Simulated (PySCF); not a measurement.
A structure optimised at B3LYP-D3(BJ)/def2-SVP, used in a PySCF frequency run:

```xyz
7

Mg     0.0000     0.0000    -1.1198
I      0.0000     0.0000     1.4365
O      0.0000     0.0000    -2.8835
C      0.0000     0.0000    -4.2657
H     -0.8909     0.5144    -4.6791
H      0.8909     0.5144    -4.6791
H      0.0000    -1.0287    -4.6791
```
Charge 0, spin multiplicity 1.

### Question
Write its SMILES, formula and point group.

### Answer
C[O][Mg][I], CH3IMgO, C3v

### Question
What are its rotational constants (standard atomic weights)?

### Answer
157.93, 0.72060, 0.72060 GHz
